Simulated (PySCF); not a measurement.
Compound: C5H9NO.
Atom-mapped SMILES: `[CH3:1][O:2][CH:3]1[CH2:4][C:5](=[NH:6])[CH2:7]1` (hydrogens: H8, H9, H10 on C1; H11 on C3; H12, H13 on C4; H14 on N6; H15, H16 on C7)

Structure optimised with GFN2-xTB, isolated species.

Task: List the bond lengths, angles and torsions at this level.

Result: 
| bond | length (Å) | order |
| --- | --- | --- |
| C1–O2 | 1.405 | single |
| O2–C3 | 1.401 | single |
| C3–C4 | 1.539 | single |
| C4–C5 | 1.514 | single |
| C5=N6 | 1.248 | double |
| C5–C7 | 1.502 | single |
| C3–C7 | 1.551 | single |
| C1–H8, C1–H9 | 1.092 | single |
| C1–H10 | 1.097 | single |
| C3–H11 | 1.100 | single |
| C4–H12 | 1.088 | single |
| C4–H13 | 1.089 | single |
| N6–H14 | 1.018 | single |
| C7–H15 | 1.089 | single |
| C7–H16 | 1.088 | single |

Bonds in one row agree within 0.01 Å and their mean is given. Orders are formal, as drawn. A selection of angles:
| angle | degrees |
| --- | --- |
| O2–C1–H8 | 106.5 |
| O2–C1–H9 | 111.5 |
| H8–C1–H9 | 109.5 |
| C1–O2–C3 | 113.6 |
| O2–C3–C4 | 112.8 |
| O2–C3–C7 | 117.2 |
| O2–C3–H11 | 110.4 |
| C4–C3–C7 | 89.7 |
| C4–C3–H11 | 113.2 |
| C7–C3–H11 | 112.2 |
| C3–C4–C5 | 88.1 |
| C3–C4–H12 | 117.2 |
| C3–C4–H13 | 111.1 |
| C5–C4–H12 | 116.9 |
| C5–C4–H13 | 112.7 |
| H12–C4–H13 | 109.4 |
| C4–C5–N6 | 137.3 |
| C4–C5–C7 | 92.6 |
| N6–C5–C7 | 130.1 |
| C5–N6–H14 | 115.4 |
| C5–C7–H15 | 111.9 |
| C5–C7–H16 | 116.1 |
| C3–C7–C5 | 88.1 |
| C3–C7–H15 | 112.2 |
| C3–C7–H16 | 117.9 |
| H15–C7–H16 | 109.3 |

Torsions: C1–O2–C3–C4 179° (antiperiplanar); O2–C3–C4–C5 -129° (anticlinal); C3–C4–C5–N6 -167° (antiperiplanar); C4–C5–C7–C3 -9° (synperiplanar); O2–C3–C7–C5 125° (anticlinal); H14–N6–C5–C4 -3° (synperiplanar). The mirror-image conformer, all signs reversed, is as good.

Of the pairs four or more bonds apart, C7···H9 is among the closest relative to their van der Waals radii: 2.88 Å, 99 % of the sum of Bondi's values. The 4-membered ring C3–C4–C5–C7 has internal angles of 88.1° to 92.6°; it is slightly puckered (a soft mode that the optimisation may not have finished), 0.06 Å rms from its mean plane, widest ring torsion 9°. O2 (ether oxygen) is bent (angle 113.6°). The 4 C–C bonds span 1.502 Å (C5–C7, drawn single) to 1.551 Å (C3–C7, drawn single), a spread of 0.049 Å. N6 (imine nitrogen) is bent (angle 115.4°).

Point group: C1 (no symmetry element, even within 0.4 Å). No frequency check. One conformer, not necessarily the lowest.

All values are computed, not measured.
